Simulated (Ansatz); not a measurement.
Start from `OB(F)[SiH3]` and change one element to get `FB([SiH3])[SeH]`.

Ansatz, PBE0-D4/def2-TZVP geometries, multiplicity 1. Each molecule was computed in one conformer, which needn't be the lowest.

Scalar relativity is left out up to krypton.

```
                                          property  `OB(F)[SiH3]`
  size of the dipole moment (B3LYP/def2-TZVPP) / D           2.11
             LUMO energy (ωB97M-V/def2-TZVPP) / eV           1.26
               HOMO energy (B3LYP/def2-TZVPP) / eV          -8.39
size of the dipole moment (ωB97M-V/def2-TZVPP) / D           2.10
             HOMO–LUMO gap (B3LYP/def2-TZVPP) / eV           7.48
              HOMO–LUMO gap (PBE0/def2-TZVPP) / eV           7.88
```

Question: What does the change do to each property? (An estimate is asked.)

Answer: Computed: 
| property | `FB([SiH3])[SeH]` | shift |
| --- | --- | --- |
| size of the dipole moment (B3LYP/def2-TZVPP) / D | 0.54 | -1.57 |
| LUMO energy (ωB97M-V/def2-TZVPP) / eV | 0.50 | -0.76 |
| HOMO energy (B3LYP/def2-TZVPP) / eV | -7.61 | 0.78 |
| size of the dipole moment (ωB97M-V/def2-TZVPP) / D | 0.46 | -1.64 |
| HOMO–LUMO gap (B3LYP/def2-TZVPP) / eV | 5.96 | -1.52 |
| HOMO–LUMO gap (PBE0/def2-TZVPP) / eV | 6.36 | -1.52 |

With PBE0 the HOMO rises by 0.74 eV and the LUMO falls by 0.78 eV, so the gap narrows by about 1.52 eV. PBE moves the HOMO by 0.48 eV and ωB97M-V by 0.81 eV. Dipoles are sizes alone; their direction can turn.

B3LYP here is the variant with VWN-RPA as its local correlation; programs differ in this.

Spin–orbit coupling is left out; it splits and shifts lone-pair levels of the heavy atoms by tenths of an eV.
